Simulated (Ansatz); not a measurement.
Isolated molecules relaxed with PBE0-D4/def2-TZVP in Ansatz; ΔE leaves out vibrations. CCSD(T)/CBS is the MP2 limit (def2-TZVPP, def2-QZVPP) plus CCSD(T) − MP2 in def2-TZVPP, frozen cores. This one scheme is used for every species. Functionals use def2-TZVPP. Each species was taken in one conformer, which may not be the lowest.

Reaction (formal exchange of groups at the Si–Cl bond): `N[SiH](S)Cl` + SiH₄ → `N[SiH]([SiH3])S` + HCl

CCSD(T)/CBS gives +115.5 kJ/mol.

(1) Another level gave +108.6 kJ/mol. Which?
A. CAM-B3LYP/def2-TZVPP
B. r2SCAN-D4/def2-TZVPP
C. PBE-D4/def2-TZVPP
D. PBE0/def2-TZVPP

Largest T1 diagnostic among the species: 0.012.

## Answers

(1) D. PBE0 108.6, CAM-B3LYP 120.9, PBE-D4 101.2, r2SCAN-D4 115.3 kJ/mol.

Leaving LDA and LC-ωPBE aside and taking each functional with its dispersion term where it has one, the values, not all of them listed here, spread over 21.1 kJ/mol, from PBE-D4 to ωB97M-V. From PBE to PBE0 (25 % exact exchange), in def2-TZVPP and without D4, ΔE moves by +5.3 kJ/mol. In def2-TZVPP, CCSD(T) changes the Hartree–Fock value by −18.8 kJ/mol (the triples alone add −1.6 kJ/mol) and MP2 by −8.6 kJ/mol.
